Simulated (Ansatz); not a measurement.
In(I) anion (IIn), SMILES [I][In] (connectivity only; charge and spin as stated), charge -1, multiplicity 2.

Coordinates come from a B3LYP-D3(BJ)/def2-TZVPD optimisation. The spin state was assumed, not searched. The def2 effective core potentials stand for the cores of I, In; spin–orbit coupling is left out.

Two levels are set side by side: PBE/def2-TZVPD (Ansatz, a first-principles code) and PBE0/def2-TZVPD (Ansatz). Energy differences of separate SCF runs at the same geometry; the states with an electron removed or added have multiplicity 1. Differences are taken from unrounded values.

| quantity | PBE0 | PBE | PBE minus PBE0 |
|---|---|---|---|
| vertical ionisation energy (eV) | 0.80 | 0.72 | -0.08 |
